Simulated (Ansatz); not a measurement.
Reaction (SMILES): Br[Si]Br -> [Si]Br + Br atom (the Br-Si bond at the site shown breaks; other sites are not compared here)
Geometries: B3LYP-D3(BJ)/def2-TZVP minima from Ansatz (an electronic-structure program). Unstable Hartree-Fock reference: Br[Si]Br.

Property: bond dissociation energy (electronic energy difference), in kcal/mol. Cores are frozen in the correlated levels unless marked. UHF or UKS for open shells. Spin-orbit coupling is left out. The frozen core is the preceding noble-gas configuration, with the filled d and f shells of earlier blocks. Non-relativistic. Basis-set limits of correlation are two-point, X^-3; Hartree-Fock from the larger set.

CCSD(T)/CBS(def2-TZVPP,def2-QZVPP) (Ansatz) gives 90.3 kcal/mol.

### Question
Another calculation gave 86.8 kcal/mol. Which level was it?
A. BHLYP/def2-TZVPD (Ansatz)
B. SVWN5/def2-TZVPD (Ansatz)
C. B2PLYP/def2-TZVPD (Ansatz)
D. wB97M-V/def2-TZVPD (Ansatz)

### Answer
C, B2PLYP/def2-TZVPD (Ansatz). The others give 90.5 (wB97M-V), 105.8 (SVWN5), 81.8 (BHLYP) kcal/mol.
